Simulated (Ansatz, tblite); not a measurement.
Cost and result up the ladder for B(NH3)Cl3 (BNCl₃H₃) (8 atoms). Charge 0, multiplicity 1. Geometry: PBE0-D4/def2-SVP.

Cartesian coordinates in Å:
```
B 0.662 -0.069 -0.380
N -0.737 0.077 0.423
H -0.612 0.689 1.234
H -1.053 -0.841 0.745
H -1.451 0.479 -0.189
Cl 0.281 -1.184 -1.779
Cl 1.824 -0.785 0.836
Cl 1.087 1.634 -0.891
```

Ansatz on 4 threads of Arm Neoverse V1 on a shared host; xTB runs through tblite on one thread. Times are rough, summed over both states, and most runs start from the orbitals of an earlier one. PBE0-D4/def2-TZVP serves as the yardstick here, not as an exact answer. The other state is a doublet.

The xTB rows come from tblite.

Raw xTB energies of ions are shifted by several eV.

```csv
level,functions,wall time,vertical IE (eV),difference from PBE0-D4/def2-TZVP (eV)
GFN2-xTB,38,0.011 s,14.05,3.91
GFN1-xTB,41,0.012 s,14.89,4.75
PBE-D4/def2-TZVP,191,4.6 s,9.64,-0.51
PBE0-D4/def2-TZVP (with forces),191,9.1 s,10.14,0.00
r2SCAN-D4/def2-TZVP,191,11 s,9.89,-0.25
```
